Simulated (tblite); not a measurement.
C2F2N, doublet, at a GFN2-xTB geometry; GFN1-xTB in tblite.

Input for tblite:
```
$ tblite run mol.xyz --method gfn1 --charge 0 --spin 1 --guess eeq --json tblite.json --no-restart

# file mol.xyz
5

C      0.00264829    -0.06828774    -0.33519194
C     -0.00792577     0.20437077     1.00315867
F      1.10369101    -0.18963354    -1.05085347
F     -1.08703009    -0.23997814    -1.05790539
N     -0.01689762     0.43571527     2.13871848
```

### Question
Write the output that tblite gives for this input, abridged.

### Answer

```
xTB calculator
 | screened Coulomb repulsion
 | Coulomb electrostatics
 |  * isotropic Klopman-Ohno-Mataga-Nishimoto electrostatics
 |  * onsite third-order electrostatics
 | DFT-D3(BJ) dispersion correction

halogen bonding energy    0.0000000000000E+00 Eh
repulsion energy          1.4802361264038E-01 Eh
dispersion energy        -1.0474776374629E-03 Eh
number of electrons       2.7000000000000E+01 e
integral cutoff           1.7350510997663E+01 bohr

------------------------------------------------------------
  cycle        total energy    energy error   density error
------------------------------------------------------------
      1     -17.55363365893  -1.7700610E+01   5.9902565E-01
      2     -17.58205165278  -2.8417994E-02   3.6793869E-01
      3     -17.57177652748   1.0275125E-02   1.3585638E-01
      4     -17.58535593960  -1.3579412E-02   3.8744909E-02
      5     -17.58632083714  -9.6489754E-04   1.6145703E-03
      6     -17.58632393562  -3.0984802E-06   1.4779862E-04
      7     -17.58632395031  -1.4691686E-08   6.7432257E-05
      8     -17.58632395358  -3.2770586E-09   2.1005978E-06
------------------------------------------------------------

electronic energy        -1.7733300088588E+01 Eh
total energy             -1.7586323953585E+01 Eh

Post processing:
 | Mayer-Wiberg bond orders

[Info] JSON dump of results written to 'tblite.json'
```
